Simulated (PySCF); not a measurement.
HIrO, SMILES [OH][Ir] (connectivity only; charge and spin as stated), neutral, multiplicity 3. Atoms are numbered in the order given.

```xyz
3

Ir    -0.0020     0.1992     0.0000
O      0.1186    -1.6637     0.0000
H     -0.7932    -2.0298     0.0000
```
Charge 0, spin multiplicity 3.

Geometry optimised at PBE-D3(BJ)/def2-TZVPD. The spin state was assumed, not searched. The def2 effective core potentials stand for the cores of Ir; spin–orbit coupling is left out.

Computed with PySCF with TDA-PBE0/def2-TZVPD.

Vertical excitations. Isolated molecule, no solvent.

Computed lowest excited states:
```csv
state,energy (eV),λ (nm),f,main pairs
root 1,0.27,4520,0.000,β HOMO−2→LUMO 88 %
root 2,0.40,3095,0.000,"β HOMO−1→LUMO 65 %, β HOMO−2→LUMO+1 19 %"
root 3,0.61,2035,0.001,β HOMO→LUMO+1 98 %
root 4,0.66,1868,0.000,β HOMO→LUMO 86 %
root 5,0.95,1308,0.000,β HOMO−1→LUMO+1 92 %
root 6,1.12,1112,0.000,"α HOMO−3→LUMO 5 %, β HOMO−2→LUMO+1 76 %, β HOMO−1→LUMO 17 %"
root 7,1.68,738,0.000,"α HOMO→LUMO 17 %, α HOMO−3→LUMO 12 %, β HOMO→LUMO+2 34 %, β HOMO−1→LUMO+2 32 %"
root 8,1.80,687,0.000,"α HOMO→LUMO 16 %, α HOMO−3→LUMO 14 %, β HOMO−1→LUMO+2 36 %, β HOMO→LUMO+2 30 %"
root 9,2.19,565,0.000,"α HOMO−2→LUMO 30 %, β HOMO−2→LUMO+2 61 %"
root 10,2.32,535,0.003,α HOMO−1→LUMO 95 %
```
Unrestricted roots are not spin-pure.
